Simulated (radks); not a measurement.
Problem. Radial electron density D(r) = 4 pi r^2 rho(r) of an atom or ion with 23 electrons. Calculated with a radial shooting solver on a logarithmic mesh with Libxc functionals: Dirac Kohn-Sham, SOGGA, spin-unpolarised, spherical densities, finite nucleus; Fermi nuclear charge, rms radius of each element as measured or else 0.836 A^(1/3) + 0.57 fm.

| r (bohr) | D(r) (e/bohr) |
|---|---|
| 0.001071 | 2.214 |
| 0.001208 | 2.723 |
| 0.001362 | 3.342 |
| 0.001535 | 4.094 |
| 0.001731 | 5.004 |
| 0.001952 | 6.099 |
| 0.0022 | 7.412 |
| 0.002481 | 8.978 |
| 0.002797 | 10.83 |
| 0.003154 | 13.01 |
| 0.003585 | 15.74 |
| 0.004042 | 18.71 |
| 0.004557 | 22.11 |
| 0.005138 | 25.94 |
| 0.005793 | 30.20 |
| 0.006531 | 34.86 |
| 0.007364 | 39.83 |
| 0.008303 | 45.03 |
| 0.009362 | 50.28 |
| 0.01056 | 55.38 |
| 0.0119 | 60.08 |
| 0.01342 | 64.12 |
| 0.01513 | 67.21 |
| 0.01706 | 69.11 |
| 0.01923 | 69.70 |
| 0.02169 | 68.96 |
| 0.02445 | 67.11 |
| 0.02757 | 64.58 |
| 0.03108 | 62.02 |
| 0.03505 | 60.21 |
| 0.03951 | 59.94 |
| 0.04491 | 61.97 |
| 0.05063 | 66.14 |
| 0.05709 | 71.97 |
| 0.06437 | 78.26 |
| 0.07258 | 83.37 |
| 0.08183 | 85.59 |
| 0.09226 | 83.75 |
| 0.104 | 77.78 |
| 0.1173 | 68.88 |
| 0.1322 | 59.38 |
| 0.1491 | 51.87 |
| 0.1681 | 48.12 |
| 0.1895 | 48.19 |
| 0.2137 | 50.25 |
| 0.241 | 51.38 |
| 0.2717 | 49.06 |
| 0.3063 | 42.47 |
| 0.3454 | 32.84 |
| 0.3894 | 22.60 |
| 0.4391 | 14.04 |
| 0.495 | 8.211 |
| 0.5626 | 4.677 |
| 0.6344 | 2.903 |
| 0.7153 | 1.807 |
| 0.8064 | 1.028 |
| 0.9093 | 0.4964 |
| 1.025 | 0.1929 |
| 1.156 | 0.05815 |
| 1.303 | 0.01316 |
| 1.469 | 0.002162 |
| 1.657 | 0.0002485 |

What is the nuclear charge?

Solution. Z = 53. The innermost maximum, from 1s, lies near gamma/Z bohr with gamma = sqrt(1 - (Z/c)^2) = 0.922, here 0.0174 bohr (found: 0.0191), and its height grows with Z. The density is that of the iodine ion I30+ in [Ne] 3s2 3p5 3d5 4d1; the configuration itself is not fixed sharply by these data, and Z only to a few units. D(r) has 3 maxima, at r = 0.0191, 0.0825, 0.239 bohr, and minima at 0.0380, 0.178 bohr, inside which lie 2.05, 11.39 electrons.
